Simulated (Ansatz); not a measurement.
Two members of one family (Series GeX4), computed with Ansatz in the gas phase. A negative affinity means that the extra electron isn't bound at that geometry and level; within about 0.2 eV of zero the sign isn't settled. Binding counts from free atoms in the multiplicity of their measured ground term, without zero-point energy. A dash marks a value that wasn't run or was left out as unsound. The structures are stationary points that may keep the symmetry of their start. Remarks come from the PBE and PBE0 runs and from stability tests at other levels; not every state was tested. A HOMO above zero means that the electron is unbound at that level and held by the basis, or that self-interaction error raises the level; the energy of removing that electron tells which.

First: GeCl4 (singlet, charge 0, PBE-D4/def2-SVP geometry).

```xyz
5

Ge    0.000    0.000    0.000
Cl    1.182    1.248   -1.286
Cl   -1.784   -0.605   -1.032
Cl   -0.532    1.095    1.768
Cl    1.134   -1.738    0.550
```

```csv
level,HOMO (eV),LUMO (eV),gap (eV),vertical EA (eV),binding per atom (eV)
PBE-D4/def2-TZVPD,-8.27,-3.69,4.58,1.21,2.98
PBE0-D4/def2-TZVP,-9.68,-2.65,7.03,–,2.92
PBE0-D4/def2-TZVPD,-9.71,-2.74,6.97,1.05,2.92
CAM-B3LYP-D4/def2-TZVP,-11.05,-1.62,9.43,–,2.80
LC-ωPBE/def2-TZVP,-12.55,-0.39,12.16,–,2.81
```

Remarks: HOMO above zero (-1 doublet).

Second: Ge(OH)4 (singlet, charge 0, PBE-D4/def2-SVP geometry).

Cartesian coordinates in Å:
```
Ge -0.0001 -0.0001 -0.0002
O -1.1431 -0.9586 0.9708
H -1.9586 -0.4422 1.1196
O 1.6133 -0.6600 0.3625
H 1.6329 -0.9900 1.2806
O -0.3006 1.6992 0.4372
H -0.0035 2.2801 -0.2890
O -0.1697 -0.0814 -1.7697
H 0.3296 -0.8471 -2.1117
```

Estimate how these quantities change from the first to the second (second minus first).


```json
{"level": "PBE-D4/def2-TZVPD", "Δ HOMO (eV)": "0.69", "Δ LUMO (eV)": "1.82", "Δ gap (eV)": "1.13", "Δ vertical EA (eV)": "-1.24", "Δ binding per atom (eV)": "0.96"}
{"level": "PBE0-D4/def2-TZVP", "Δ HOMO (eV)": "0.44", "Δ LUMO (eV)": "2.14", "Δ gap (eV)": "1.71", "Δ vertical EA (eV)": "–", "Δ binding per atom (eV)": "0.86"}
{"level": "PBE0-D4/def2-TZVPD", "Δ HOMO (eV)": "0.37", "Δ LUMO (eV)": "1.75", "Δ gap (eV)": "1.37", "Δ vertical EA (eV)": "-1.32", "Δ binding per atom (eV)": "0.87"}
{"level": "CAM-B3LYP-D4/def2-TZVP", "Δ HOMO (eV)": "0.27", "Δ LUMO (eV)": "1.97", "Δ gap (eV)": "1.70", "Δ vertical EA (eV)": "–", "Δ binding per atom (eV)": "1.04"}
{"level": "LC-ωPBE/def2-TZVP", "Δ HOMO (eV)": "0.38", "Δ LUMO (eV)": "2.16", "Δ gap (eV)": "1.78", "Δ vertical EA (eV)": "–", "Δ binding per atom (eV)": "1.01"}
```

Remarks: HOMO above zero (-1 doublet).
